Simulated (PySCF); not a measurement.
**InBr₂ + F₂ → InF₂ + Br₂**

Level: PBE0 in the def2-TZVP basis family, computed in PySCF with density fitting; scalar-relativistic core potentials for atoms from Rb on, none lighter, no spin–orbit coupling; open shells unrestricted.

| species | state and structure | E (Eh) | ZPE (kJ/mol) | H(298 K) − H(0) (kJ/mol) | S° (J/(mol K)) |
| --- | --- | --- | --- | --- | --- |
| InBr₂ | doublet, C2v, In–Br 2.505 Å (×2); Br–In–Br 121.4° | -5337.95275 | 3.1 | 14.8 | 336.9 |
| F₂ | singlet, D∞h, F–F 1.376 Å | -199.40856 | 6.6 | 8.7 | 201.9 |
| InF₂ | doublet, C2v, In–F 1.957 Å (×2); F–In–F 116.5° | -389.75914 | 7.5 | 12.7 | 291.0 |
| Br₂ | singlet, D∞h, Br–Br 2.281 Å | -5147.70672 | 2.0 | 9.7 | 244.8 |

(1) What is the electronic reaction energy?

(2) Add zero-point, thermal and entropy terms for 298.15 K and 1 bar.

## Answers

(1) At PBE0/def2-TZVP, ΔE = -274.5 kJ/mol from the differences of the total energies times 2625.5, downhill. Fluorination of this kind underlies dry etching and chamber cleaning.

(2) ΔZPE = -0.2 and Δ[H(298) − H(0)] = -1.1 kJ/mol give ΔH° = -275.8 kJ/mol. ΔS° = -3.0 J/(mol K), so ΔG° = -275.8 − 298.15 × (-0.0030) = -275 kJ/mol.

The structures come from searches over a few start shapes, so lower isomers are not excluded.
